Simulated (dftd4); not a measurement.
CHOS, charge +1, singlet, at a GFN2-xTB geometry; D4 for pbe in dftd4.

Input for dftd4:
```
$ dftd4 mol.xyz --func pbe --charge 1 --json dftd4.json --noedisp --grad

# file mol.xyz
4

O     -0.34180530     0.10102109    -1.68704513
C     -0.13121664     0.04098022    -0.58326032
S      0.27585043    -0.09473859     0.97470948
H     -0.89186473     0.46176743     1.40057134
```

Output, abridged:

```
                    ____  _____ _____     ____  _  _
      -------------|  _ \|  ___|_   _|---|  _ \| || |------------
     |             | | | | |_    | | ___ | | | | || |_           |
     |             | |_| |  _|   | ||___|| |_| |__   _|          |
     |             |____/|_|     |_|     |____/   |_|            |
     |             ===================================           |
     |            E. Caldeweyher, S. Ehlert & S. Grimme          |
     |          Mulliken Center for Theoretical Chemistry        |
     |                    University of Bonn                     |
      -----------------------------------------------------------

Rational (Becke-Johnson) damping: pbe-D4-ATM
---------------------
  s6         1.0000
  s8         0.9595
  s9         1.0000
  a1         0.3857
  a2         4.8069
 alp        16.0000
--------------------

Dispersion energy:      -1.8039752582815E-03 Eh

Gradient norm:           1.3309184314622E-04 Eh/a0
--------------------------------------------------
     #    Z           dE/dx      dE/dy      dE/dz
--------------------------------------------------
     1    8 O    -1.484E-05  3.557E-06 -9.751E-05
     2    6 C     7.203E-06 -3.879E-06 -1.570E-05
     3   16 S     1.666E-05 -5.098E-06  7.708E-05
     4    1 H    -9.021E-06  5.420E-06  3.612E-05
--------------------------------------------------

Virial:
--------------------------------------------------
      component           x          y          z
--------------------------------------------------
          x       3.168E-05 -1.313E-05  4.617E-05
          y      -1.313E-05  6.021E-06 -2.108E-06
          z       4.617E-05 -2.108E-06  5.657E-04
--------------------------------------------------

[Info] Dispersion results written to 'dftd4.txt'
[Info] JSON dump of results written to 'dftd4.json'
```
